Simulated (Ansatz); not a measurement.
Reaction (SMILES): ClBr (Cl-Br) → Br atom + Cl atom
B3LYP-D3(BJ)/def2-TZVP geometries, fixed; electronic energies without zero-point terms.

Basis-set convergence of the atomisation energy at CCSD(T) with Ansatz (a program for electronic structure). All functions are spherical. Cores are frozen (with 3d on Ga to Br). Open shells are unrestricted. No added dispersion term, no relativity. Functions are those of the species that has most. Reference: Hartree-Fock in aug-cc-pV(Q+d)Z plus the correlation part extrapolated as X^-3 from aug-cc-pV(T+d)Z and aug-cc-pV(Q+d)Z, 55.90 kcal/mol, itself unsure by roughly 0.67 kcal/mol (a third of the extrapolation step and of the last Hartree-Fock step). Deviations are taken from unrounded values.

```json
[
 {"basis": "pcseg-1", "functions": "45", "atomisation energy (kcal/mol)": "39.84"},
 {"basis": "aug-pcseg-1", "functions": "63", "atomisation energy (kcal/mol)": "41.75"},
 {"basis": "cc-pV(D+d)Z", "functions": "50", "atomisation energy (kcal/mol)": "40.78"},
 {"basis": "aug-cc-pV(D+d)Z", "functions": "68", "atomisation energy (kcal/mol)": "43.68"},
 {"basis": "def2-SVP", "functions": "50", "atomisation energy (kcal/mol)": "41.07"},
 {"basis": "def2-SVPD", "functions": "68", "atomisation energy (kcal/mol)": "41.39"},
 {"basis": "pcseg-2", "functions": "77", "atomisation energy (kcal/mol)": "49.72"},
 {"basis": "aug-pcseg-2", "functions": "109", "atomisation energy (kcal/mol)": "51.41"},
 {"basis": "cc-pV(T+d)Z", "functions": "82", "atomisation energy (kcal/mol)": "50.06"},
 {"basis": "aug-cc-pV(T+d)Z", "functions": "114", "atomisation energy (kcal/mol)": "51.55"},
 {"basis": "def2-TZVP", "functions": "85", "atomisation energy (kcal/mol)": "49.82"},
 {"basis": "def2-TZVPD", "functions": "103", "atomisation energy (kcal/mol)": "50.75"},
 {"basis": "def2-TZVPP", "functions": "90", "atomisation energy (kcal/mol)": "49.91"},
 {"basis": "def2-TZVPPD", "functions": "108", "atomisation energy (kcal/mol)": "50.81"},
 {"basis": "cc-pV(Q+d)Z", "functions": "132", "atomisation energy (kcal/mol)": "53.47"},
 {"basis": "aug-cc-pV(Q+d)Z", "functions": "182", "atomisation energy (kcal/mol)": "54.19"},
 {"basis": "pcseg-3", "functions": "132", "atomisation energy (kcal/mol)": "53.57"},
 {"basis": "aug-pcseg-3", "functions": "182", "atomisation energy (kcal/mol)": "53.99"},
 {"basis": "def2-QZVPP", "functions": "159", "atomisation energy (kcal/mol)": "53.53"},
 {"basis": "def2-QZVPPD", "functions": "177", "atomisation energy (kcal/mol)": "53.66"}
]
```

What the diffuse functions change, pair by pair:
- pcseg-1 to aug-pcseg-1: 18 more functions, deviation -16.07 to -14.15 kcal/mol
- cc-pV(D+d)Z to aug-cc-pV(D+d)Z: 18 more functions, deviation -15.13 to -12.22 kcal/mol
- def2-SVP to def2-SVPD: 18 more functions, deviation -14.83 to -14.52 kcal/mol
- pcseg-2 to aug-pcseg-2: 32 more functions, deviation -6.18 to -4.49 kcal/mol
- cc-pV(T+d)Z to aug-cc-pV(T+d)Z: 32 more functions, deviation -5.84 to -4.35 kcal/mol
- def2-TZVP to def2-TZVPD: 18 more functions, deviation -6.08 to -5.15 kcal/mol
- def2-TZVPP to def2-TZVPPD: 18 more functions, deviation -5.99 to -5.09 kcal/mol
- cc-pV(Q+d)Z to aug-cc-pV(Q+d)Z: 50 more functions, deviation -2.44 to -1.71 kcal/mol
- pcseg-3 to aug-pcseg-3: 50 more functions, deviation -2.33 to -1.92 kcal/mol
- def2-QZVPP to def2-QZVPPD: 18 more functions, deviation -2.37 to -2.25 kcal/mol

Leaving out the reference's own pair, they bring the value nearer the reference by more than 0.67 kcal/mol in 6 of 9 pairs.
